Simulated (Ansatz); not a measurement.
Ansatz (an electronic-structure program) input (B3LYP-D3(BJ)/def2-TZVP):

Ansatz 0.2 input:
```yaml
crystal:
  periodic: [false, false, false]
  atoms:
    - {symbol: Cd, position_ang: [1.11714512, 0.08971902, -0.09041364]}
    - {symbol: Br, position_ang: [-0.85716377, 1.82631398, -1.38743029]}
    - {symbol: Br, position_ang: [-0.27376749, -1.89883339, 1.55458214]}
basis:
  gaussian:
    orbitals: def2-TZVP
hamiltonian:
  xc: b3lyp
  dispersion: d3bj
total_charge: -1
magnetization: {spin_polarized: true, initial_magnetization: 1}
relax: {f_tol: 0.002, max_steps: 150}
```

End of the output:

```
these checks for a lower state are left out or cut short: starts, cluster_reference, orbital_swaps, neighbouring_geometries, increment
integrals: 0.09 GiB planned
1097 factors; integrals over basis functions are off by at most 2.6e-4 eV
mean field: 1.41 GiB planned
mean field evaluation 32: about -144665.6350 eV, gradient 1.6e-3 eV
mean field -144665.63499097 eV, -5316.3640280288 hartree, gradient 1.6e-5 eV, S^2 0.752142; 0 other end points of the search recorded, 0 dependent functions left out
the calculation of the forces begins
reference -144665.63520184 eV, -5316.3640357782 hartree; 46, 45 occupied and 90, 91 virtual orbitals, 1097 factors
relax step   3: F+E_penalty+E_count = -144665.80274893 eV  Δ(F+E_penalty+E_count) = -6.894e-2 eV  max|allowed force component| = 2.367e-1 eV/Å  Δτ_max = 0.1294 Å  (34 SCF iters, accepted)
these checks for a lower state are left out or cut short: starts, cluster_reference, orbital_swaps, neighbouring_geometries, increment
integrals: 0.09 GiB planned
1097 factors; integrals over basis functions are off by at most 2.8e-4 eV
mean field: 1.41 GiB planned
mean field -144665.64668055 eV, -5316.3644576131 hartree, gradient 1.7e-5 eV, S^2 0.752013; 0 other end points of the search recorded, 0 dependent functions left out
the calculation of the forces begins
reference -144665.64689060 eV, -5316.3644653323 hartree; 46, 45 occupied and 90, 91 virtual orbitals, 1097 factors
relax step   4: F+E_penalty+E_count = -144665.81550770 eV  Δ(F+E_penalty+E_count) = -1.276e-2 eV  max|allowed force component| = 3.133e-2 eV/Å  Δτ_max = 0.0654 Å  (34 SCF iters, accepted)
these checks for a lower state are left out or cut short: starts, cluster_reference, orbital_swaps, neighbouring_geometries, increment
integrals: 0.09 GiB planned
1097 factors; integrals over basis functions are off by at most 2.9e-4 eV
mean field: 1.40 GiB planned
mean field -144665.64737969 eV, -5316.3644833058 hartree, gradient 1.6e-5 eV, S^2 0.751975; 0 other end points of the search recorded, 0 dependent functions left out
the calculation of the forces begins
reference -144665.64758874 eV, -5316.3644909882 hartree; 46, 45 occupied and 90, 91 virtual orbitals, 1097 factors
relax step   5: F+E_penalty+E_count = -144665.81757312 eV  Δ(F+E_penalty+E_count) = -2.065e-3 eV  max|allowed force component| = 1.075e-2 eV/Å  Δτ_max = 0.0356 Å  (35 SCF iters, accepted)
these checks for a lower state are left out or cut short: starts, cluster_reference, orbital_swaps, neighbouring_geometries, increment
integrals: 0.09 GiB planned
1097 factors; integrals over basis functions are off by at most 3.0e-4 eV
mean field: 1.40 GiB planned
mean field -144665.64680744 eV, -5316.3644622762 hartree, gradient 1.6e-5 eV, S^2 0.751953; 0 other end points of the search recorded, 0 dependent functions left out
the calculation of the forces begins
reference -144665.64701572 eV, -5316.3644699304 hartree; 46, 45 occupied and 90, 91 virtual orbitals, 1097 factors
relax step   6: F+E_penalty+E_count = -144665.81795786 eV  Δ(F+E_penalty+E_count) = -3.847e-4 eV  max|allowed force component| = 1.839e-3 eV/Å  Δτ_max = 0.0246 Å  (36 SCF iters, accepted)
integrals: 0.09 GiB planned
1097 factors; integrals over basis functions are off by at most 3.0e-4 eV
mean field: 1.40 GiB planned
mean field evaluation 64: about -144665.5737 eV, gradient 2.6e0 eV
mean field -144665.64680744 eV, -5316.3644622762 hartree, gradient 1.6e-5 eV, S^2 0.751953; 1 other end points of the search recorded, 0 dependent functions left out
the calculation of the forces begins
reference -144665.64701572 eV, -5316.3644699304 hartree; 46, 45 occupied and 90, 91 virtual orbitals, 1097 factors
Total energy: -144665.81816615 eV, -5316.3707595924 hartree
Atom 0 at     0.848698     0.069655    -0.062683 Å, force    -0.001839    -0.000148     0.000198 eV/Å
Atom 1 at    -0.720536     1.821096    -1.389252 Å, force     0.000929    -0.000009    -0.000033 eV/Å
Atom 2 at    -0.141947    -1.873551     1.528673 Å, force     0.000910     0.000157    -0.000165 eV/Å
Dipole moment:     0.394036     0.029521    -0.040760 e Å
```

The spin state was set by rule; other spins were not relaxed.
